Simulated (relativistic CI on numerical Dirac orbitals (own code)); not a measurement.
**Calculated levels, Ag³⁷⁺**

Calculated at this level of theory: Dirac-Coulomb-Breit CI, orbitals from a KLI potential per configuration, QED by a radiative potential, unscaled Slater integrals (own radial code, finite nucleus).

Configurations in the expansion (outside the closed core 1s2): 2s2 2p6, 2s2 2p5 3s, 2s2 2p5 3p, 2s2 2p5 3d, 2s 2p6 3s, 2s 2p6 3p, 2s 2p6 3d, 2s2 2p5 4s, 2s2 2p5 4p, 2s2 2p5 4d, 2s2 2p5 4f, 2s 2p6 4s, 2s 2p6 4p, 2s2 2p4 3s2, 2s 2p6 4d, 2s 2p6 4f. Levels of other configurations are missing.

| No. | Configuration | Term | J | E (eV) | % | Lifetime (s) | jj configuration (%) |
| --- | --- | --- | --- | --- | --- | --- | --- |
| 1 | 2s2 2p6 | 1S | 0 | 0.00 | 100 |  | closed (100) |
| 2 | 2s2 2p5 3s | 3P° | 2 | 3079.43 | 100 | 1.57e-08 | 2p3/2^3 3s (100) |
| 3 | 2s2 2p5 3s | 1P° | 1 | 3084.10 | 65 | 5.27e-14 | 2p3/2^3 3s (100) |
| 4 | 2s2 2p5 3p | 3P | 1 | 3155.33 | 46 | 7.29e-11 | 2p3/2^3 3p1/2 (98) |
| 5 | 2s2 2p5 3p | 3D | 2 | 3158.00 | 51 | 1.69e-11 | 2p3/2^3 3p1/2 (100) |
| 6 | 2s2 2p5 3p | 3D | 3 | 3202.04 | 100 | 1.65e-11 | 2p3/2^3 3p3/2 (100) |
| 7 | 2s2 2p5 3p | 1P | 1 | 3202.12 | 58 | 1.89e-11 | 2p3/2^3 3p3/2 (98) |
| 8 | 2s2 2p5 3p | 3P | 2 | 3208.95 | 67 | 8.77e-12 | 2p3/2^3 3p3/2 (100) |
| 9 | 2s2 2p5 3p | 3P | 0 | 3237.23 | 52 | 7.94e-12 | 2p3/2^3 3p3/2 (96) |
| 10 | 2s2 2p5 3s | 3P° | 0 | 3259.65 | 99 | 5.89e-09 | 2p1/2 2p3/2^4 3s (99) |
| 11 | 2s2 2p5 3s | 3P° | 1 | 3261.68 | 65 | 6.12e-14 | 2p1/2 2p3/2^4 3s (99) |
| 12 | 2s2 2p5 3d | 3P° | 0 | 3291.90 | 99 | 1.58e-11 | 2p3/2^3 3d3/2 (99) |
| 13 | 2s2 2p5 3d | 3P° | 1 | 3296.20 | 78 | 9.53e-12 | 2p3/2^3 3d3/2 (88) |
| 14 | 2s2 2p5 3d | 3F° | 3 | 3300.18 | 56 | 1.40e-11 | 2p3/2^3 3d3/2 (100) |
| 15 | 2s2 2p5 3d | 3D° | 2 | 3303.13 | 58 | 1.36e-11 | 2p3/2^3 3d3/2 (92) |
| 16 | 2s2 2p5 3d | 3F° | 4 | 3307.27 | 100 | 3.06e-11 | 2p3/2^3 3d5/2 (100) |
| 17 | 2s2 2p5 3d | 1D° | 2 | 3310.88 | 58 | 2.54e-11 | 2p3/2^3 3d5/2 (92) |
| 18 | 2s2 2p5 3d | 3D° | 3 | 3316.54 | 69 | 2.69e-11 | 2p3/2^3 3d5/2 (100) |
| 19 | 2s2 2p5 3d | 1P° | 1 | 3334.68 | 57 | 3.02e-15 | 2p3/2^3 3d5/2 (87) |
| 20 | 2s2 2p5 3p | 3D | 1 | 3336.14 | 73 | 7.27e-11 | 2p1/2 2p3/2^4 3p1/2 (100) |
| 21 | 2s2 2p5 3p | 1S | 0 | 3363.99 | 52 | 1.48e-11 | 2p1/2 2p3/2^4 3p1/2 (96) |
| 22 | 2s2 2p5 3p | 3P | 1 | 3383.13 | 52 | 1.52e-11 | 2p1/2 2p3/2^4 3p3/2 (99) |
| 23 | 2s2 2p5 3p | 3D | 2 | 3385.34 | 49 | 8.86e-12 | 2p1/2 2p3/2^4 3p3/2 (100) |
| 24 | 2s2 2p5 3d | 3F° | 2 | 3479.65 | 73 | 1.37e-11 | 2p1/2 2p3/2^4 3d3/2 (100) |
| 25 | 2s2 2p5 3d | 3P° | 2 | 3490.34 | 44 | 2.70e-11 | 2p1/2 2p3/2^4 3d5/2 (100) |
| 26 | 2s2 2p5 3d | 3F° | 3 | 3492.72 | 42 | 2.84e-11 | 2p1/2 2p3/2^4 3d5/2 (100) |
| 27 | 2s2 2p5 3d | 3D° | 1 | 3495.53 | 45 | 3.59e-15 | 2p1/2 2p3/2^4 3d3/2 (98) |
| 28 | 2s 2p6 3s | 3S | 1 | 3520.66 | 99 | 9.69e-13 | 2s 3s (99) |
| 29 | 2s 2p6 3s | 1S | 0 | 3536.07 | 100 | 1.23e-12 | 2s 3s (100) |
| 30 | 2s 2p6 3p | 3P° | 0 | 3597.41 | 100 | 1.04e-12 | 2s 3p1/2 (100) |

Energies count from the lowest computed level; ° marks odd parity; lifetimes are radiative, by E1, M1, E2, M2 decay to levels of this space only. Filled j subshells are mostly left out of the jj labels.

The mean weight of the leading LS term, summed over parents, in these 30 levels is 70 %, and that of the leading jj configuration (from the same eigenvectors) 98 %, so jj coupling describes them better and the LS labels are nominal.

At this charge energies of transitions that change n are usually good to better than 1 %, and those within a shell (Δn = 0) to a few per cent.

LS names give the leading component of a level, which can be under half, so a name can repeat, a term be missing and a line seem to break the LS rules.
